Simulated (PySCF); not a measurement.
Vibration and rotation of ZnH⁺

PBE0 constants of ZnH⁺, ¹Σ⁺ (singlet), closed shell (Zn cc-pVDZ-PP with ECP10, H cc-pVDZ; scalar-relativistic core potentials (PySCF 2.14); masses 63.9291 and 1.0078 u):

```
ωe              : 1951.2 cm⁻¹
ωexe            : 29.2 cm⁻¹
Be              : 7.4557 cm⁻¹
αe              : 0.210 cm⁻¹
D (centrifugal) : 0.000435 cm⁻¹
De to Zn⁺ + H   : 2.45 eV
```

Q: Give the vibrational terms G(v) and spacings up to v = 6.

A: G(v) = ωe(v+½) − ωexe(v+½)².

```tsv
v	G(v) (cm⁻¹)	G(v) − G(v−1)	Bv (cm⁻¹)
0	968		7.351
1	2861	1893	7.141
2	4696	1834	6.931
3	6472	1776	6.721
4	8189	1718	6.511
5	9848	1659	6.301
6	11449	1601	6.091
```

Q: How well does the Morse estimate ωe²/(4ωexe) reproduce De, and what is D0?

A: It gives 4.04 eV, 165 % of the computed De. D0 = De − G(0) = 2.45 − 0.12 = 2.33 eV.

For an ion De counts to the pair picked by the measured ionisation energies or electron affinities, which need not be the lowest pair at this level.
